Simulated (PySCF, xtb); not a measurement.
SnBrI, SMILES [Br][Sn][I] (connectivity only; charge and spin as stated), neutral, multiplicity 1.

Harmonic wavenumbers (cm⁻¹) from GFN2-xTB (xtb 6.7.1) at its own minimum, in rising order: 66, 217, 229.

Question: What does B3LYP-D3(BJ)/def2-SVP (PySCF) give at its own minimum? (An estimate is asked for; the answer gives what the named calculation found.)

Answer: 66, 189, 237. Paired by order, the mean absolute difference is 12 cm⁻¹ and the zero-point energies are 0.7 and 0.7 kcal/mol.
